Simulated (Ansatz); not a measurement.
`NCO[SiH](O)F` + `O[SiH2]N[SiH2]Cl` → `O[SiH2]N[SiH](O)F` + `NCO[SiH2]Cl`  (redistribution)

Gas-phase electronic energies from Ansatz, PBE0-D4/def2-TZVP geometries. CCSD(T)/CBS is the MP2 limit (def2-TZVPP, def2-QZVPP) plus CCSD(T) − MP2 in def2-TZVPP, frozen cores. DFT in def2-TZVPP. B3LYP here is the variant with VWN-RPA as its local correlation; programs differ in this. One conformer a species, not always the lowest.

```tsv
level	ΔE (kJ/mol)	difference from CCSD(T)/CBS
B3LYP-D4	0.9	-0.9
PBE	1.1	-0.7
r2SCAN	0.9	-0.9
PBE0	1.8	0.0
B3LYP	0.8	-1.0
CCSD(T)/def2-TZVPP	2.1	0.3
HF/def2-QZVPP	1.8	0.0
MP2/def2-QZVPP	1.6	-0.2
MP2/CBS(def2)	1.4	-0.4
CCSD/CBS(def2)	1.8	0.0
CCSD(T)/CBS	1.8	0
```

Largest T1 diagnostic among the species: 0.011.
